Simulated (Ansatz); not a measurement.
Reaction (formal exchange of groups at the Si–C bond): `OC(F)([SiH3])CF` + `SC1CO1` → `[SiH3]C1(S)CO1` + `OC(F)CF`

Program: Ansatz. Geometries: PBE0-D4/def2-TZVP. ΔE: electronic, gas phase. CBS: MP2 limit from def2 TZ/QZ plus the TZ coupled-cluster correction, frozen cores. One conformer a species, not always the lowest.

| level | ΔE (kcal/mol) |
| --- | --- |
| HF/def2-TZVPP | -5.0 |
| SCS-MP2/def2-TZVPP | -5.7 |
| CCSD(T)/def2-TZVPP | -5.2 |
| HF/def2-QZVPP | -5.0 |
| MP2/def2-QZVPP | -6.1 |
| SCS-MP2/def2-QZVPP | -5.7 |
| HF/CBS(def2) | -5.0 |
| CCSD/CBS(def2) | -4.9 |

**Question.** What does CCSD(T)/CBS give? (An estimate is asked.)

**Answer.** Ansatz gave: -5.1 kcal/mol. The listed levels differ from it by 0.1, -0.6, -0.1, 0.1, -1.0, -0.6, 0.1, 0.2 kcal/mol.

Largest T1 diagnostic among the species: 0.013.
